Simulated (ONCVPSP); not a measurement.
## Transferability test, ONCV potential for molybdenum

```
Element                 : Mo (Z = 42)
Generator               : ONCVPSP 4.0.1
Type                    : optimised norm-conserving Vanderbilt (ONCV)
Functional              : LDA (Perdew-Wang 92)
Relativity              : fully relativistic
Frozen core             : [Ar] 3d10
Valence charge          : 14
Reference configuration : 4s2 4p6 4d5 5s1
Partial waves           : 4s+5s: rc 1.60 bohr, ncon 4, nbas 7, qcut 8.8 1/bohr, 3 projectors, debl 2.2 Ha; 4p: rc 1.70 bohr, ncon 3, nbas 7, qcut 7.2 1/bohr, 2 projectors, debl 3.7 Ha; 4d: rc 2.25 bohr, ncon 4, nbas 8, qcut 8 1/bohr, 3 projectors, debl 2.9 Ha
Local potential         : polynomial inside 1.60 bohr (lpopt 5, dvloc0 -1 Ha)
Core correction         : Teter function, fcfact 4, rcfact 1.55
```

Open shells are filled in proportion to 2j + 1.

Energies are relative to the spin-unpolarised reference configuration 4s2 4p6 4d5 5s1; without spin polarisation the order of configurations can differ from experiment.

```csv
valence configuration,charge,ΔE all-electron (eV),error AE − PS (meV)
4s2 4p6 4d5 5s0,+1,7.179,0.0
4s2 4p6 4d4 5s0,+2,22.879,+0.7
4s2 4p6 4d3 5s0,+3,49.839,+10
4s2 4p6 4d5 5s0 5p1,0,3.239,+0.8
```

These tests converged, but a pseudo level misses the all-electron one widely, so the file describes the atom poorly there or has found another state: 4s2 4p6 4d5 5s0 5p1: empty 5s by 4.9 eV.
